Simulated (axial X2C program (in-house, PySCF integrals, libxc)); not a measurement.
Low determinants of BBr⁻ at the PBE0 level, with spin–orbit coupling

All values were computed with an in-house all-electron X2C program for linear molecules (integrals from PySCF). Two-component (2c) means X2C with spin–orbit coupling and atomic mean-field two-electron Coulomb and Gaunt terms. Basis: Br dyall-acv3z [9s10p7d5f1g], B dyall-av3z [8s7p3d2f] (cores contracted in-house); Gaussian nuclei, density fitting, unrestricted open shells. Masses: Br 78.918 u, B 11.009 u.

Search at 2.083 Å (vertical energies from the lowest determinant):

```tsv
ΔE (eV)	state	electrons beyond evenly filled partner blocks	electrons in ±ω = 1/2, 3/2, 5/2, 7/2
0.00	Ω = 1/2	ω = 1/2	29 10 2 0
0.03	Ω = 3/2	ω = 3/2	28 11 2 0
3.05	Ω = 1/2	2 × ω = -1/2, ω = 3/2	28 11 2 0
3.08	Ω = 5/2	2 × ω = 1/2, ω = 3/2	28 11 2 0
3.10	Ω = 1/2	ω = 1/2	27 12 2 0
4.21	Ω = 3/2	3 × ω = 1/2	29 10 2 0
4.47	Ω = 5/2	ω = 5/2	28 10 3 0
```

Lowest determinant, Ω = 1/2 (⟨Sz⟩ = -0.50, ⟨Lz⟩ = 1.00 at PBE0): Re = 2.078 Å, ωe = 416.8 cm⁻¹.

The determinant in row 2 of the search, Ω = 3/2 (⟨Sz⟩ = 0.50, ⟨Lz⟩ = 1.00 at PBE0), was followed along the bond at PBE0; measured from the minimum of the lowest determinant it gives:

Te = 0.027 eV (218 cm⁻¹), Re = 2.082 Å, ωe = 411.7 cm⁻¹.

Compare the bond of the determinant in row 2 with that of the lowest one.

At PBE0 its Re is 0.004 Å longer and its force constant, which goes as ωe², is 0.98 times that of the lowest determinant. T0 ≈ Te + Δωe/2 = 218 + (-3) = 215 cm⁻¹.

The search compares states at one distance, so a state with another bond length can lie lower; it is not exhaustive and yields mostly the lowest determinant of each block pattern, so other components and higher states of one pattern are missing. These are energies of single determinants, not of spin-adapted states; PBE0 term energies can be off by some tenths of an eV, and the functional has no current term. For an anion, determinants above electron detachment are held by the basis set. The highest occupied level of some functionals is positive through self-interaction error; at Hartree–Fock it is bound. Row 1 has a positive highest level at its minimum. Row 2 has a positive highest level at its minimum.
